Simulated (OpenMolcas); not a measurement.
Computed levels of 4d in ions with 37 electrons, in cm-1 above 2D 3/2.

```json
{
  "Program": "OpenMolcas",
  "Method": "CASSCF",
  "Basis": "ANO-RCC-VQZP",
  "Scalar Hamiltonian": "DKH2, point nucleus",
  "Spin-orbit coupling": "state interaction with AMFI integrals over the reference wave functions, term energies averaged over their components"
}
```

Active space for each ion: 1 electron in 10 orbitals (4d 5d).

| Level | Zr3+ | Nb4+ | Mo5+ | Ru7+ |
| --- | --- | --- | --- | --- |
| 2D 5/2 | 1223 | 1787 | 2418 | 4037 |

Q: Estimate 2D 5/2 for Tc6+ from its neighbours Mo5+ and Ru7+.

A: 2D 5/2 is fine structure, which grows about as the fourth power of a screened charge, so the fourth roots are averaged: ((2418^0.25 + 4037^0.25) / 2)^4 = 3150. The calculation gives 3144, so the estimate is off by +0.2 %.

With one active electron outside closed inactive shells, the extra shells (5d) add no correlation to the reference. With one active electron the reference holds no correlation, so core polarisation is missing. Only configurations of the active space appear.
